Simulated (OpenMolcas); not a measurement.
**N2+: effect of the active space**

```yaml
Program: OpenMolcas
Method: CASSCF or its RAS form
Basis: ANO-RCC-VTZP
Scalar_Hamiltonian: DKH2, point nucleus
Spin-orbit_coupling: RASSI with atomic mean-field integrals over the reference wave functions, term energies averaged over their components
```

A. 3 electrons in 4 orbitals (2s 2p); 2S+1 = 4 odd, 1 root; 2S+1 = 2 odd, 11 roots; 2S+1 = 4 even, 3 roots; 2S+1 = 2 even, 9 roots; cost about 22 core-seconds
B. 3 electrons in 8 orbitals (2s 2p 3s 3p); 2S+1 = 4 odd, 1 root; 2S+1 = 2 odd, 11 roots; 2S+1 = 4 even, 3 roots; 2S+1 = 2 even, 9 roots; cost of the order of 24 core-seconds
C. 3 electrons in 9 orbitals (RAS2 2s 2p; RAS3 3d, at most 2 electrons); 2S+1 = 4 odd, 1 root; 2S+1 = 2 odd, 11 roots; 2S+1 = 4 even, 3 roots; 2S+1 = 2 even, 9 roots; cost of the order of 28 core-seconds

Energies in cm-1 above 2s2 2p 2P* 1/2, the measured ground level; measured values from Moore, Selected Tables of Atomic Spectra, NSRDS-NBS 3, section 5.

| Level | A | B | C | Measured |
| --- | --- | --- | --- | --- |
| 2s2 2p 2P* 1/2 | 0.0 | 0.0 | 0.0 | 0.0 |
| 2s2 2p 2P* 3/2 | 158 | 168 | 156 | 174 |
| 2s 2p2 4P 1/2 | 51360 | 51737 | 55256 |  |
| 2s 2p2 4P 3/2 | 51417 | 51795 | 55313 | 57247 |
| 2s 2p2 4P 5/2 | 51513 | 51890 | 55408 | 57328 |
| 2s 2p2 2D 3/2 | 106925 | 106040 | 103165 | 101031 |
| 2s 2p2 2D 5/2 | 106925 | 106045 | 103166 | 101024 |
| 2s 2p2 2S 1/2 | 136226 | 132570 | 137282 | 131004 |
| 2s 2p2 2P 1/2 | 156980 | 155276 | 149540 | 145876 |
| 2s 2p2 2P 3/2 | 157091 | 155392 | 149650 | 145986 |
| 2p3 4S* 3/2 | 184142 | 183804 | 186747 | 186797 |
| 2p3 2D* 3/2 | 213626 | 212344 | 205507 | 203089 |
| 2p3 2D* 5/2 | 213627 | 212347 | 205509 | 203075 |
| 2p3 2P* 1/2 | 243621 | 238960 | 237136 | 230404 |
| 2p3 2P* 3/2 | 243629 | 238977 | 237143 | 230409 |

Deviations, from unrounded energies. A percentage is the sum of absolute deviations over the sum of measured energies, with the sign that they share, or ± where signs differ.

```csv
Against measurement,Levels,A,B,C
mean absolute deviation (cm-1),13,7800,6100,3100
fine structure of the ground term (%),1,-9.6,-3.9,-10.3
other configurations (%),12,±5.6,±4.5,±2.2
```

C lies closest to measurement on these levels and A furthest from it. The largest miss of C in the table is 2p3 2P* 3/2, by +6700 cm-1. The ranking rests on the paired levels alone, and a cruder setting can come out closer through cancelling errors.

Among A to C the level of the table that moves most is 2p3 2D* 3/2, by 8100 cm-1 (lowest in C, highest in A).

Active for correlation alone: 3p 3s; no level in the range computed is led by a configuration that fills them, so any true level of that kind is missing (holds for B). Active for correlation alone: 3d; no level in the range computed is led by a configuration that fills it, so any true level of that kind is missing (holds for C). Computed and measured levels are paired by configuration, term and J; levels that our copy of the source lacks, or whose pairing is in doubt (as where it misses far off the trend of its configuration), stay unpaired and out of the deviations. Only configurations of the active space appear.

* marks odd parity.
